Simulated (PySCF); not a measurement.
Ga(Cl)(Me)(OH) (CH₄ClGaO), SMILES [CH3][Ga]([OH])[Cl]. The structure is a stationary point at TPSSh-D3(BJ)/def2-SVP. The structure was generated by enumeration; whether it is a known compound was not checked. The values are those of a single conformer.

Computed equilibrium geometry at TPSSh-D3(BJ)/def2-SVP (PySCF confirms it by a frequency run) as bond lengths and angles (one conformer of several):
Atoms: Ga1 Cl2 C3 H4 H5 H6 O7 H8. Bonded distances (Å): Ga1–Cl2 2.172, Ga1–C3 1.949, Ga1–O7 1.785, C3–H4 1.101, C3–H5 1.099, C3–H6 1.100, O7–H8 0.970. Angles (°): Cl2–Ga1–C3 123.3, Cl2–Ga1–O7 114.1, C3–Ga1–O7 122.6, Ga1–C3–H4 109.6, Ga1–C3–H5 110.0, Ga1–C3–H6 109.8, H4–C3–H5 109.5, H4–C3–H6 108.3, H5–C3–H6 109.6, Ga1–O7–H8 113.3.
Charge 0, spin multiplicity 1.
